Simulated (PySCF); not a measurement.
## Computed properties of CH₄Si, SMILES C[SiH]

CH4Si, SMILES C[SiH] (connectivity only; charge and spin as stated), neutral, multiplicity 1. Geometry optimised at B3LYP-D3(BJ)/def2-TZVP. The values are those of a single conformer. All values are computed for the isolated molecule unless a solvent is named; none is compared with measurement here.

**Structure.** The optimised structure has Cs symmetry. All 12 harmonic modes at B3LYP-D3(BJ)/def2-TZVP (PySCF) are real, so it is a minimum.

**Vibrations.** The strongest infrared lines (harmonic, unscaled, degenerate partners summed) lie at 1996 cm⁻¹ (292 km/mol, H 97 %), 946 cm⁻¹ (67 km/mol, H 81 %, C 15 %), 664 cm⁻¹ (54 km/mol, H 41 %, C 32 %, Si 28 %). The softest mode is at 144 cm⁻¹ and the zero-point energy is 26.1 kcal/mol.

**Electronic structure.** PBE0/def2-TZVPD (PySCF) places the frontier levels at -6.33 and -2.56 eV, a gap of 3.77 eV, and gives a dipole moment of 1.15 D and a mean polarisability of 48.6 bohr³.

**Excitations.** TDA-PBE0/def2-TZVPD (PySCF) has S1 at 2.58 eV (481 nm, f = 0.029, weak); the most intense of the 10 singlets computed lies at 6.15 eV (f = 0.19). T1 (TDA) is at 1.08 eV, 1.50 eV under S1.

**NMR.** GIAO shifts at KT2/pcSseg-2 (PySCF) (non-relativistic, atoms alike by connectivity averaged): ¹³C at 48.4 ppm against TMS; ¹H from 2.7 to 14.5 ppm against TMS; ²⁹Si at 832.5 ppm against TMS.
